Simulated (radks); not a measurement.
Charge is removed step by step from the 4p3/2 level of neutral hafnium, starting from [Ar] 3d10 4s2 4p(1/2: 2, 3/2: 4) 4d10 4f14 5s2 5p6 5d2 6s2. Method: Dirac Kohn-Sham, PBE, spin-unpolarised, spherical densities, finite nucleus; open shells fill j = l - 1/2 first; Fermi nuclear charge, rms radius 5.347 fm; computed with a radial shooting solver on a logarithmic mesh with Libxc functionals.

| removed (e) | E - E(0) (eV) | eigenvalue (eV) | E minus straight line (eV) |
|---|---|---|---|
| 0 | 0.000 | -361.76 | 0.000 |
| 0.1 | 36.269 | -363.62 | -0.903 |
| 0.2 | 72.726 | -365.53 | -1.617 |
| 0.3 | 109.38 | -367.50 | -2.137 |
| 0.4 | 146.23 | -369.50 | -2.460 |
| 0.5 | 183.28 | -371.55 | -2.579 |
| 0.6 | 220.54 | -373.64 | -2.492 |
| 0.7 | 258.01 | -375.76 | -2.194 |
| 0.8 | 295.69 | -377.92 | -1.681 |
| 0.9 | 333.59 | -380.12 | -0.951 |
| 1 | 371.72 | -382.35 | 0.000 |

Removing the whole electron costs 371.72 eV by Delta-SCF, against 361.76 eV from minus the eigenvalue at the starting occupation. Slater's transition state (half an electron removed) gives 371.55 eV. Integrating minus the eigenvalue over the occupation (Janak's theorem) gives 371.72 eV. The mean slope of the eigenvalue, de/dn, is 20.6 eV per electron.
